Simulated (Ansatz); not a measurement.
`[OH][Ti]12345678([Cl])([C@H]9[C@@H]1[C@@H]2[C@@H]3[C@H]94)[C@H]1[C@@H]5[C@@H]6[C@@H]7[C@H]18` + H–F → `[F][Ti]12345678([Cl])([C@H]9[C@@H]1[C@@H]2[C@@H]3[C@H]94)[C@H]1[C@@H]5[C@@H]6[C@@H]7[C@H]18` + H₂O  (ligand exchange at a Ti–O bond)

Program: Ansatz. Geometries: PBE0-D4/def2-TZVP. ΔE: electronic, gas phase. CBS: MP2 limit from def2 TZ/QZ plus the TZ coupled-cluster correction, frozen cores. This one scheme is used for every species. Functionals use def2-TZVPP. B3LYP here is the variant with VWN-RPA as its local correlation; programs differ in this. HSE06 is defined as in plane-wave codes. For Ti outer-core shells are correlated without core-valence functions, which leaves a few kJ/mol of doubt a bond. Scalar relativity is left out up to krypton. Each species was taken in one conformer, which may not be the lowest.

```csv
level,ΔE (kJ/mol),difference from CCSD(T)/CBS
LDA (SPW92),-52.0,-3.2
PBE-D4,-54.5,-5.7
r2SCAN-D4,-58.8,-10.0
PBE0,-59.1,-10.3
B3LYP,-63.7,-14.9
r2SCANh,-60.0,-11.2
r2SCAN0,-59.8,-11.0
HSE06,-58.8,-10.0
BHLYP,-65.7,-16.9
CAM-B3LYP,-64.5,-15.7
RPA@PBE/def2-TZVPP,-49.3,-0.5
MP2/def2-SVP,-43.6,5.2
CCSD(T)/def2-SVP,-47.8,1.0
CCSD(T)/def2-TZVPP,-49.0,-0.2
HF/def2-QZVPP,-72.5,-23.7
MP2/CBS(def2),-42.8,6.0
CCSD(T)/CBS,-48.8,0
```

Largest T1 diagnostic among the species: 0.019.

The D4 term adds +6.8 kJ/mol with B3LYP and +4.0 kJ/mol with PBE0; it sums over pairs of atoms, weighted by their polarisabilities, and B3LYP, whose exchange is more repulsive, gets the larger term. In def2-TZVPP, CCSD(T) changes the Hartree–Fock value by +22.9 kJ/mol (the triples alone add +4.5 kJ/mol) and MP2 by +29.0 kJ/mol. Leaving LDA and LC-ωPBE aside and taking each functional with its dispersion term where it has one, the values, not all of them listed here, spread over 10.7 kJ/mol, from B97M-V to revPBE-D4. LDA lies +6.9 kJ/mol from PBE without D4.

CCSD(T)/CBS has its own doubt, a few kJ/mol and more with outer-core shells, so smaller differences from it don't rank the levels.
